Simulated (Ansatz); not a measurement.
A run for Ansatz (an electronic-structure program): R-RI-MP2/def2-QZVPPD on HCl (SMILES Cl) with ghost functions, monomers drawn apart or pushed together. Files ending in .json are basis or fitting sets from the Basis Set Exchange.

Ansatz 0.2 input:
```yaml
crystal:
  periodic: [false, false, false]
  atoms:
    - {symbol: Cl, position_ang: [0.27389745, -0.68935308, -0.39335070]}
    - {symbol: H, position_ang: [0.13762359, -0.22667304, 0.81354992]}
basis:
  gaussian:
    orbitals: def2-QZVPPD.json
    fitting: {mean_field: def2-universal-JKFIT, correlation: def2-QZVPPD-RIFIT.json}
    ghost_atoms:
      - {symbol: Se, position_ang: [-0.01372212, 0.47117183, 2.95996584]}
      - {symbol: H, position_ang: [1.42206921, 0.21594836, 3.15211304]}
      - {symbol: H, position_ang: [-0.34978453, -0.89368973, 3.39330594]}
magnetization: {spin_polarized: false}
correlation: {method: mp2, electrons: outside_noble_gas}
scf: {lower_state_search: off}
```

Output:

```
WARN ansatz: RAYON_NUM_THREADS=1 ignored (pool sized by the plan → 1); use --threads N
Functional definition: HF
these checks for a lower state are left out or cut short: stability, starts, cluster_reference, orbital_swaps, neighbouring_geometries, increment
integrals: 0.26 GiB planned
448 factors; integrals over basis functions are off by at most 2.3e0 eV
mean field: 0.45 GiB planned
mean field evaluation 1: about -12519.8636 eV, gradient 1.1e1 eV
mean field evaluation 2: about -12520.2232 eV, gradient 4.6e0 eV
mean field evaluation 4: about -12520.2751 eV, gradient 3.8e-1 eV
mean field -12520.27620082 eV, -460.1116638321 hartree, gradient 1.6e-6 eV, S^2 0.000000; 0 other end points of the search recorded, 0 dependent functions left out
5 core orbitals not correlated
692 factors; their error is unknown
reference -12520.27620082 eV, -460.1116638321 hartree; 4, 4 occupied and 267, 267 virtual orbitals, 692 factors
second order -6.09900548 eV of doubles, -0.00000000 eV of singles
Total energy: -12526.37520630 eV, -460.3357981494 hartree
Checks for a lower state left out: stability, starts, cluster_reference, orbital_swaps, neighbouring_geometries, increment
```

The run converged.

Cost: about 0.9 core-seconds (a rough figure).
